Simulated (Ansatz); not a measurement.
Gas-phase electronic energies from Ansatz, PBE0-D4/def2-TZVP geometries. CBS: MP2 limit from def2 TZ/QZ plus the TZ coupled-cluster correction, frozen cores. This one scheme is used for every species. Functionals use def2-TZVPP. B3LYP here is the variant with VWN-RPA as its local correlation; programs differ in this. One conformer a species, not always the lowest.

Consider the cleavage of the Si–Si bond: `FBO[SiH2][SiH3]` + CH₃SH → `CS[SiH3]` + `FBO[SiH3]`.

`FBO[SiH2][SiH3]`:

```xyz
11

F    -0.125    2.119    0.362
B     1.070    1.879   -0.180
O     1.421    0.631   -0.511
Si    0.711   -0.876   -0.425
Si   -1.448   -0.840    0.488
H     1.807    2.802   -0.360
H     1.615   -1.724    0.393
H     0.687   -1.411   -1.811
H    -2.360   -0.008   -0.337
H    -1.425   -0.330    1.883
H    -1.953   -2.242    0.498
```

CH₃SH:

Cartesian coordinates in Å:
```
C -0.264 0.363 0.199
S 1.121 -0.341 -0.721
H -1.215 0.160 -0.292
H -0.104 1.441 0.211
H -0.286 0.004 1.227
H 0.748 -1.626 -0.624
```

`CS[SiH3]`:

Z-matrix (Å, degrees):
```
C
S 1 1.816
H 1 1.090 2 106.8
H 1 1.090 2 111.1 3 118.6
H 1 1.090 2 111.1 3 -118.6
Si 2 2.124 1 99.1 3 -180.0
H 6 1.483 2 106.4 1 179.9
H 6 1.488 2 111.1 1 60.0
H 6 1.488 2 111.1 1 -60.2
```

`FBO[SiH3]`:

Z-matrix (Å, degrees):
```
Si
O 1 1.655
H 1 1.481 2 108.0
H 1 1.481 2 108.0 3 -119.2
H 1 1.485 2 110.1 3 120.4
B 2 1.342 1 134.0 3 -120.1
F 6 1.324 2 118.3 1 180.0
H 6 1.198 2 123.1 1 0.0
```

CCSD(T)/CBS gives -0.61 eV.

Question: Another level gave -0.57 eV. Which?
A. PBE-D4/def2-TZVPP
B. SCS-MP2/def2-TZVPP
C. B3LYP-D4/def2-TZVPP
D. PBE0-D4/def2-TZVPP

Answer: C. B3LYP-D4 -0.57, PBE-D4 -0.48, SCS-MP2/def2-TZVPP -0.69, PBE0-D4 -0.53 eV.

Largest T1 diagnostic among the species: 0.013.

From PBE to PBE0 (25 % exact exchange), in def2-TZVPP and without D4, ΔE moves by −0.04 eV.
